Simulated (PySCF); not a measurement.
Compound: C2H7NOSSi.
Z-matrix (Å and degrees, PBE0-D3(BJ)/def2-SVP geometry), rows numbered from 1:
```
C 
S   1  1.8222
Si  2  2.1409  1   98.84
N   3  1.7720  2  102.24  1  -178.31
C   4  1.3595  3  117.34  2   179.08
O   5  1.2109  4  122.36  3     0.11
H   1  1.0993  2  111.49  3    56.26
H   1  1.0992  2  111.37  3   -66.86
H   1  1.0979  2  106.69  3   174.61
H   3  1.4894  2  110.67  1   -59.54
H   3  1.4893  2  111.37  1    62.99
H   4  1.0144  3  124.11  2    -0.43
H   5  1.1155  4  114.82  3   179.95
```

Theory: PBE0-D3(BJ)/def2-SVP geometry optimisation, gas phase (PySCF 2.14.0).

Masses are those of the commonest isotopes; rigid-rotor values at the optimised geometry. The values belong to one conformer with, in the numbering `[CH3:1][S:2][SiH2:3][NH:4][CH:5]=[O:6]`, C1–S2–Si3–N4 -178°, S2–Si3–N4–C5 179°, Si3–N4–C5–O6 0°.

Task: Give the principal moments of inertia and the rotational constants in GHz.

Result: Ia = 63.14, Ib = 492.86, Ic = 546.68 u·Å²; 505379 MHz·u·Å²/I gives 8004, 1025 and 924.4 MHz, that is A = 8.0041, B = 1.0254, C = 0.9244 GHz.

Task: What kind of rotor is it?

Result: A near-prolate asymmetric top. Ray's parameter κ = (2B − A − C)/(A − C) = -0.971; −1 is the prolate and +1 the oblate limit.

Task: What does the inertial defect say?

Result: Not planar: Δ = Ic − Ia − Ib = -9.31 u·Å². For a rigid frame Δ = −2 Σ m c², so Σ m c² = 4.66 u·Å² lies off the ab plane: 4.63 from hydrogen and 0.03 from heavier atoms. The atom farthest from that plane is 1.25 Å away.

Task: Give the coordinates in the principal-axis frame, origin at the centre of mass.

Result: The sense of each axis is arbitrary; atoms in the order of the calculation.
```
atom  mass (u)   a (Å)   b (Å)   c (Å)
  C1    12.000  -2.945  -0.768   0.025
  S2    31.972  -1.777   0.629  -0.003
 Si3    27.977   0.057  -0.476  -0.022
  N4    14.003   1.273   0.814   0.001
  C5    12.000   2.580   0.439   0.015
  O6    15.995   2.921  -0.722   0.010
  H7     1.008  -2.755  -1.435   0.878
  H8     1.008  -2.908  -1.341  -0.913
  H9     1.008  -3.949  -0.338   0.135
 H10     1.008   0.161  -1.343   1.185
 H11     1.008   0.179  -1.305  -1.253
 H12     1.008   1.052   1.804   0.012
 H13     1.008   3.308   1.284   0.028
```

Task: Predict some low-J microwave lines.

Result: The dipole components are |μa| = 1.99 D, |μb| = 1.56 D, |μc| = 0.04 D. Intensities carry the squares of the components, which stand as 1.00 : 0.61 : 0.00 (a : b : c). Some lines, for components of 0.1 D or more:

```json
{"type": "a", "branch": "Q", "J(Ka,Kc)": "3(1,2) ← 3(1,3)", "MHz": "606", "lower level (cm⁻¹)": "0.615"}
{"type": "a", "branch": "R", "J(Ka,Kc)": "1(0,1) ← 0(0,0)", "MHz": "1950", "lower level (cm⁻¹)": "0.000"}
{"type": "a", "branch": "R", "J(Ka,Kc)": "2(1,2) ← 1(1,1)", "MHz": "3799", "lower level (cm⁻¹)": "0.298"}
{"type": "a", "branch": "R", "J(Ka,Kc)": "2(0,2) ← 1(0,1)", "MHz": "3899", "lower level (cm⁻¹)": "0.065"}
{"type": "a", "branch": "R", "J(Ka,Kc)": "3(1,3) ← 2(1,2)", "MHz": "5697", "lower level (cm⁻¹)": "0.425"}
{"type": "a", "branch": "R", "J(Ka,Kc)": "3(2,2) ← 2(2,1)", "MHz": "5850", "lower level (cm⁻¹)": "1.133"}
{"type": "a", "branch": "R", "J(Ka,Kc)": "3(2,1) ← 2(2,0)", "MHz": "5854", "lower level (cm⁻¹)": "1.133"}
{"type": "a", "branch": "R", "J(Ka,Kc)": "3(1,2) ← 2(1,1)", "MHz": "6000", "lower level (cm⁻¹)": "0.435"}
{"type": "b", "branch": "Q", "J(Ka,Kc)": "1(1,0) ← 1(0,1)", "MHz": "7080", "lower level (cm⁻¹)": "0.065"}
{"type": "b", "branch": "Q", "J(Ka,Kc)": "2(1,1) ← 2(0,2)", "MHz": "7182", "lower level (cm⁻¹)": "0.195"}
{"type": "b", "branch": "Q", "J(Ka,Kc)": "3(1,2) ← 3(0,3)", "MHz": "7337", "lower level (cm⁻¹)": "0.390"}
{"type": "b", "branch": "R", "J(Ka,Kc)": "2(1,2) ← 1(0,1)", "MHz": "10777", "lower level (cm⁻¹)": "0.065"}
{"type": "b", "branch": "R", "J(Ka,Kc)": "3(1,3) ← 2(0,2)", "MHz": "12576", "lower level (cm⁻¹)": "0.195"}
{"type": "b", "branch": "Q", "J(Ka,Kc)": "3(2,1) ← 3(1,2)", "MHz": "20791", "lower level (cm⁻¹)": "0.635"}
{"type": "b", "branch": "Q", "J(Ka,Kc)": "2(2,0) ← 2(1,1)", "MHz": "20937", "lower level (cm⁻¹)": "0.435"}
{"type": "b", "branch": "Q", "J(Ka,Kc)": "2(2,1) ← 2(1,2)", "MHz": "21239", "lower level (cm⁻¹)": "0.425"}
{"type": "b", "branch": "R", "J(Ka,Kc)": "2(2,1) ← 1(1,0)", "MHz": "24937", "lower level (cm⁻¹)": "0.301"}
{"type": "b", "branch": "R", "J(Ka,Kc)": "2(2,0) ← 1(1,1)", "MHz": "25039", "lower level (cm⁻¹)": "0.298"}
{"type": "b", "branch": "R", "J(Ka,Kc)": "3(2,2) ← 2(1,1)", "MHz": "26786", "lower level (cm⁻¹)": "0.435"}
{"type": "b", "branch": "R", "J(Ka,Kc)": "3(2,1) ← 2(1,2)", "MHz": "27094", "lower level (cm⁻¹)": "0.425"}
{"type": "b", "branch": "Q", "J(Ka,Kc)": "3(3,0) ← 3(2,1)", "MHz": "35141", "lower level (cm⁻¹)": "1.328"}
{"type": "b", "branch": "Q", "J(Ka,Kc)": "3(3,1) ← 3(2,2)", "MHz": "35147", "lower level (cm⁻¹)": "1.328"}
{"type": "b", "branch": "R", "J(Ka,Kc)": "3(3,1) ← 2(2,0)", "MHz": "40995", "lower level (cm⁻¹)": "1.133"}
{"type": "b", "branch": "R", "J(Ka,Kc)": "3(3,0) ← 2(2,1)", "MHz": "40996", "lower level (cm⁻¹)": "1.133"}
```

Whether it is a minimum is left open (no frequencies). Zero-point vibration and centrifugal distortion are left out. A rigid rotor knows nothing of internal rotation, which can split or shift real lines. Quadrupole hyperfine structure (14N) is left out.
